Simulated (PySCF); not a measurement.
HKO, charge +1, doublet, at a GFN2-xTB geometry of the parent state (such geometries of metal compounds can be far from the true shape) (a state made from the parent by changing its charge; the spin is typed, not shown lowest); HF/STO-3G run with PySCF.

Here is a job for PySCF.
```python
from pyscf import gto, scf

mol = gto.Mole()
mol.atom = '''
    K    -0.515992   -0.253325   -0.435053
    O     1.047786    0.444316    0.880931
    H     1.421565    1.258641    1.218564
'''
mol.basis = 'sto-3g'
mol.charge = 1
mol.spin = 1
mol.verbose = 4
mol.build()

mf = scf.UHF(mol)
mf.kernel()
```

**Question.** What does PySCF print? Leave out banner, timings and long lists.

**Answer.** 
```
PySCF version 2.14.0

[INPUT] verbose = 4
[INPUT] num. atoms = 3
[INPUT] num. electrons = 27
[INPUT] charge = 1
[INPUT] spin (= nelec alpha-beta = 2S) = 1
[INPUT] symmetry False subgroup None
[INPUT] Mole.unit = angstrom
[INPUT] Symbol           X                Y                Z      unit          X                Y                Z       unit  Magmom
[INPUT]  1 K     -0.515992000000  -0.253325000000  -0.435053000000 AA   -0.975083562467  -0.478714870505  -0.822131019670 Bohr   0.0
[INPUT]  2 O      1.047786000000   0.444316000000   0.880931000000 AA    1.980028577154   0.839635552762   1.664718324639 Bohr   0.0
[INPUT]  3 H      1.421565000000   1.258641000000   1.218564000000 AA    2.686368518267   2.378486779149   2.302752225254 Bohr   0.0

nuclear repulsion = 45.0605955868362
number of shells = 11
number of NR pGTOs = 57
number of NR cGTOs = 19
basis = sto-3g
ecp = {}

******** <class 'pyscf.scf.uhf.UHF'> ********
method = UHF
initial guess = minao
damping factor = 0
level_shift factor = 0
DIIS = <class 'pyscf.scf.diis.CDIIS'>
diis_start_cycle = 1
diis_space = 8
diis_damp = 0
SCF conv_tol = 1e-09
SCF conv_tol_grad = None
SCF max_cycles = 50
direct_scf = True
direct_scf_tol = 1e-13
number electrons alpha = 14  beta = 13
Set gradient conv threshold to 3.16228e-05
init E= -666.807544888056

cycle= 1 E= -667.36534537681  delta_E= -0.558  |g|= 0.152  |ddm|= 1.46
cycle= 2 E= -667.385570972218  delta_E= -0.0202  |g|= 0.0337  |ddm|= 0.223
cycle= 3 E= -667.387056253382  delta_E= -0.00149  |g|= 0.0136  |ddm|= 0.0618
cycle= 4 E= -667.387441729  delta_E= -0.000385  |g|= 0.00753  |ddm|= 0.031
cycle= 5 E= -667.387640390496  delta_E= -0.000199  |g|= 0.00246  |ddm|= 0.0306
cycle= 6 E= -667.387663659445  delta_E= -2.33e-05  |g|= 0.000736  |ddm|= 0.0118
cycle= 7 E= -667.387665185163  delta_E= -1.53e-06  |g|= 0.000297  |ddm|= 0.00269
cycle= 8 E= -667.387665428609  delta_E= -2.43e-07  |g|= 5.21e-05  |ddm|= 0.0013
cycle= 9 E= -667.387665434636  delta_E= -6.03e-09  |g|= 1.16e-05  |ddm|= 0.000212
cycle= 10 E= -667.387665434859  delta_E= -2.23e-10  |g|= 3.21e-06  |ddm|= 3.47e-05
Extra cycle  E= -667.387665434871  delta_E= -1.28e-11  |g|= 1.61e-06  |ddm|= 5.61e-06
converged SCF energy = -667.387665434871  <S^2> = 0.75347091  2S+1 = 2.0034679
```
